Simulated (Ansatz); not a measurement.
The cluster Ga2P2⁻ (the lowest doublet isomer of a short search). The state is a doublet with charge -1. Geometry r2SCAN-D4/def2-SVPD, basis def2-TZVPD, Ansatz.

```xyz
4

Ga   -1.125    0.390   -0.701
Ga    1.125   -0.390    0.701
P     0.225    1.743    0.607
P    -0.225   -1.743   -0.607
```

| run | HOMO (eV) | LUMO (eV) |
| --- | --- | --- |
| A | -0.46 | -0.04 |
| B | -0.63 | 0.09 |
| C | -1.01 | 0.49 |
| D | -1.11 | 0.66 |

B3LYP takes the VWN-RPA correlation. The structure comes from a short search, and lower isomers may exist.

HOMO and LUMO are taken over both spins.

Q: The runs used B3LYP, PBE, PBE0, r2SCAN. Estimate which is which.

A: A PBE (0 % exact exchange); B r2SCAN (0 % exact exchange); C B3LYP (20 % exact exchange); D PBE0 (25 % exact exchange). Exact exchange lowers occupied and raises empty levels; among semilocal functionals meta-GGAs tend to open the gap a little, and such runs are hard to tell apart. The gap grows from 0.42 eV (PBE) to 1.77 eV (PBE0).
